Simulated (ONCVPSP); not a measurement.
# Before and after: ONCV potential for boron

boron (B), optimised norm-conserving Vanderbilt (ONCV), made with ONCVPSP 4.0.1 (PW91, scalar-relativistic). Core [He], reference 2s2 2p0.5 (charge +0.5). Waves: 2s: rc 1.05 bohr, ncon 5, nbas 9, qcut 5.6 1/bohr, local; 2p: rc 3.60 bohr, ncon 4, nbas 8, qcut 3.9 1/bohr, 2 projectors, debl 3.1 Ha; d scattering state at 0.41 Ha: rc 3.55 bohr, ncon 3, nbas 6, qcut 2.3 1/bohr, 2 projectors, debl 3.8 Ha. Local part: the s channel. Core correction: Teter function fitted to the true core (icmod 2), fcfact 0.2.

Change: p: qcut 2.8.

Cutoffs: the cutoffs (Ha) at which the residual kinetic energy of the hardest occupied pseudo-wave falls to 1 and 0.1 mHa per electron; they do not see the model core or the augmentation charge, which bear on the density cutoff. Errors are all-electron minus pseudo energies relative to the spin-unpolarised reference configuration.

**Question.** What does the change do?

**Answer.** The potential gets neither clearly harder nor softer (86 Ha and 191 Ha → 86 Ha and 191 Ha); the s channel sets the loose cutoff, while the largest relative change is in p, which becomes softer; of the 4 tests that both files solve, the error grows in 4 and shrinks in 0 by more than 15 % and 0.3 meV (median size 34.4 → 84.2 meV); neither file shows a bound ghost.

```csv
quantity,base,changed
"cutoff, loose",86 Ha,86 Ha
"cutoff, tight",191 Ha,191 Ha
loose cutoff by channel,"s 86 Ha, p 4.9 Ha","s 86 Ha, p 3.9 Ha"
bound ghosts,none,none
GHOST(+) flags under 300 eV,"p at 85.1 eV, d at 109.1 eV",d at 109.1 eV
"error for 2s2 2p1, meV [ΔE -2.91 eV]",+1.8,+31
"error for 2s2 2p0, meV [ΔE 5.36 eV]",+67,+112
"error for 2s1 2p0, meV [ΔE 30.82 eV]",+297,+460
"error for 2s0 2p3, meV [ΔE 8.81 eV]",+1.4,+56
s: phases at 1.06 bohr within 0.05 rad from the reference energy up to (Ha; the scan ends near 5),2.5,2.5
p: phases at 3.65 bohr within 0.05 rad from the reference energy up to (Ha; the scan ends near 5),-0.2,-0.2
d: phases at 3.61 bohr within 0.05 rad from the reference energy up to (Ha; the scan ends near 5),0.8,0.8
"rms error of d²Exc/dni dnj with the model core, mHa",2.03,1.85
```
